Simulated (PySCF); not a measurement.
The second ionisation energy along group 8

All values are computed (PySCF 2.14, energy differences of UHF-based or UKS calculations, no spin-orbit coupling). Values in eV. The last column holds reference values (NIST; (s) semi-empirical, (t) theoretical, else measured). Unmarked ones compare directly (S terms, centres of terms, or small fine structure); those marked * lie between the lowest fine-structure levels and include a spin-orbit shift.

| element | configurations | UHF | LDA | PBE0 | r2SCAN | CCSD (valence) | CCSD(T) (valence) | reference |
| --- | --- | --- | --- | --- | --- | --- | --- | --- |
| Fe (aug-cc-pVTZ, non-relativistic) | [Ar] 3d6 4s1 → [Ar] 3d6 | 15.114 | 16.894 | 16.310 | 16.479 | 15.732 | 15.770 | 16.199 * |
| Ru (aug-cc-pVTZ-PP with ECP28MDF, ECP) | [Kr] 4d7 → [Kr] 4d6 | 14.880 | 17.152 | 16.688 | 16.556 | 16.240 | 16.329 | 16.76 ± 0.06 (s) * |
| Os (aug-cc-pVTZ-PP with ECP60MDF, ECP) | [Xe] 4f14 5d6 6s1 → [Xe] 4f14 5d6 | 16.025 | 17.871 | 17.295 | 17.580 | 16.812 | 16.846 | 17 ± 1 (s) * |

"Valence" correlates the outer s and p shells and, in groups 3 to 12 and the f block, the outer d or f shell, open or full, or the next shell where the ion has no valence electron left; the wider scheme adds the next inner shell.
